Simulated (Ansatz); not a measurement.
Input file for Ansatz (a first-principles code): R-RI-MP2/def2-QZVPP on H4OSiTe (SMILES O[Te][SiH3]), a point of a torsion scan. Elements past Kr take the def2 small-core potentials; no spin–orbit coupling. Files ending in .json are basis or fitting sets from the Basis Set Exchange. The run froze 15 orbitals, filled d shells among them.

Ansatz 0.2 input:
```yaml
crystal:
  periodic: [false, false, false]
  atoms:
    - {symbol: O, position_ang: [2.32594231, -0.54629820, -0.67920357]}
    - {symbol: Te, position_ang: [0.93982650, -1.08403720, 0.69269600]}
    - {symbol: Si, position_ang: [1.67376534, -3.44293041, 0.40464135]}
    - {symbol: H, position_ang: [2.62793106, 0.33813902, -0.48638045]}
    - {symbol: H, position_ang: [3.08623410, -3.61424719, 0.73572032]}
    - {symbol: H, position_ang: [0.85122379, -4.18658414, 1.35450516]}
    - {symbol: H, position_ang: [1.43607379, -3.93848561, -0.94834509]}
basis:
  gaussian:
    orbitals: def2-QZVPP.json
    fitting: {mean_field: def2-universal-JKFIT, correlation: def2-QZVPP-RIFIT.json}
magnetization: {spin_polarized: false}
correlation: {method: mp2, electrons: outside_noble_gas}
scf: {lower_state_search: off}
```

The head of its log:

```
WARN ansatz: RAYON_NUM_THREADS=1 ignored (pool sized by the plan → 1); use --threads N
Functional definition: HF
these checks for a lower state are left out or cut short: stability, starts, cluster_reference, orbital_swaps, neighbouring_geometries, increment
integrals: 0.43 GiB planned
495 factors; integrals over basis functions are off by at most 2.6e0 eV
mean field: 0.68 GiB planned
mean field evaluation 1: about -17226.8683 eV, gradient 3.6e1 eV
mean field evaluation 2: about -17228.2747 eV, gradient 2.9e1 eV
mean field evaluation 4: about -17229.6934 eV, gradient 1.3e0 eV
mean field evaluation 8: about -17229.6982 eV, gradient 2.1e-6 eV
mean field -17229.69819297 eV, -633.1797298827 hartree, gradient 2.1e-6 eV, S^2 0.000000; 0 other end points of the search recorded, 0 dependent functions left out
15 core orbitals not correlated
808 factors; their error is unknown
reference -17229.69819297 eV, -633.1797298827 hartree; 10, 10 occupied and 304, 304 virtual orbitals, 808 factors
```

Q: What total energy does the run end on?

A: -633.7321 hartree.
